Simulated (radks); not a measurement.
Charge is removed step by step from the 3d level of Ru, starting from [Kr] 4d7 5s1. Method: scalar-relativistic Kohn-Sham, r2SCAN, spin-unpolarised, spherical densities, finite nucleus; meta-GGA in the generalised Kohn-Sham scheme; Fermi nuclear charge, rms radius 4.4809 fm; computed with a radial shooting solver on a logarithmic mesh with Libxc functionals.

removed (e) = 0: E - E(0) (eV) 0.000; eigenvalue (eV) -276.05; E minus straight line (eV) 0.000
removed (e) = 0.25: E - E(0) (eV) 69.944; eigenvalue (eV) -283.89; E minus straight line (eV) -3.054
removed (e) = 0.5: E - E(0) (eV) 141.88; eigenvalue (eV) -292.00; E minus straight line (eV) -4.115
removed (e) = 0.75: E - E(0) (eV) 215.88; eigenvalue (eV) -300.36; E minus straight line (eV) -3.117
removed (e) = 1: E - E(0) (eV) 291.99; eigenvalue (eV) -308.95; E minus straight line (eV) 0.000

Removing the whole electron costs 291.99 eV by Delta-SCF, against 276.05 eV from minus the eigenvalue at the starting occupation. Slater's transition state (half an electron removed) gives 292.00 eV. Integrating minus the eigenvalue over the occupation (Janak's theorem) gives 292.17 eV. In this scalar-relativistic scheme the density is built from large components alone, so the theorem holds only approximately. The mean slope of the eigenvalue, de/dn, is 32.9 eV per electron.
